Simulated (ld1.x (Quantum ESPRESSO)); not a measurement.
## Building the ultrasoft potential for B (PBE, fully relativistic).

* Element: B
* Generator: ld1.x (Quantum ESPRESSO) 7.5
* Type: ultrasoft
* Functional: PBE
* Relativity: fully relativistic
* Frozen core: [He]
* Valence charge: 3
* Reference configuration: 2s2 2p0 (charge +1)
* Partial waves: 2s (bound): rcut 1.10, rcutus 1.30 bohr; 2s channel at -1 Ry: rcut 1.10, rcutus 1.30 bohr; 2p (bound, empty): rcut 2.30, rcutus 2.96 bohr; 2p channel at 0.75 Ry: rcut 2.30, rcutus 2.96 bohr; 3d channel at -0.2 Ry: rcut 2.40, rcutus 2.96 bohr; 3d channel at 1.7 Ry: rcut 2.40, rcutus 2.96 bohr
* Local potential: all-electron potential smoothed inside 2.40 bohr (lloc = -1)
* Core correction: Bessel-smoothed model core inside 0.65 bohr
* Augmentation charge: PSQ, inside the norm-conserving radii

Open shells are filled in proportion to 2j + 1 (rel_dist='average').

- Cutoffs needed: 15 Ry and 21 Ry (the cutoffs (Ry, on a coarse ladder) from which the occupation-weighted sum of valence levels, in a spherical-Bessel basis at the reference potential, stays within 10 and 1 mRy of its value at 400 Ry)
- Ghost test: no extra level below or beside the all-electron valence levels (s, p1/2, p3/2, d3/2, d5/2, f tested) (spherical-Bessel basis up to 400 Ry, 20 bohr box)
- Largest excitation error: +37 meV (all-electron minus pseudo) for 2s0 2p3, out of 7 test configurations
- Lowest eigenvalue of the overlap operator: 0.70 (s channel)
- Density cutoff estimated by the generator: 189 Ry
